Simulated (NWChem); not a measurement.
Molecule: C₂H₅ClGe; SMILES C=[CH][GeH2][Cl]

```xyz
9

Ge    -0.7376    -0.0556     0.0000
Cl     0.9150    -1.4647     0.0000
C      0.0223     1.7222     0.0000
C      1.3356     1.9594     0.0000
H     -1.5677    -0.3392     1.2622
H     -1.5677    -0.3392    -1.2622
H     -0.6818     2.5645     0.0000
H      1.7361     2.9792     0.0000
H      2.0637     1.1407     0.0000
```
Atoms are numbered in this order, from 1.

All runs use the structure optimised with PBE0/def2-SVP.

Problem. Give the principal values of the shielding tensors (ppm) of Ge1, Cl2, C3, C4 from KT2/pcSseg-1, GIAO (NWChem), with their diamagnetic and paramagnetic parts as GIAO splits them.

Solution. 
| atom | σ11 | σ22 | σ33 | isotropic | diamagnetic | paramagnetic |
|---|---|---|---|---|---|---|
| Ge1 | 1216.1 | 1331.5 | 1542.5 | 1363.4 | 2760.8 | -1397.4 |
| Cl2 | 1009.1 | 1044.3 | 1047.9 | 1033.8 | 1150.1 | -116.3 |
| C3 | -41.5 | 50.1 | 157.1 | 55.2 | 260.0 | -204.7 |
| C4 | -65.3 | 44.4 | 167.3 | 48.8 | 256.8 | -208.0 |
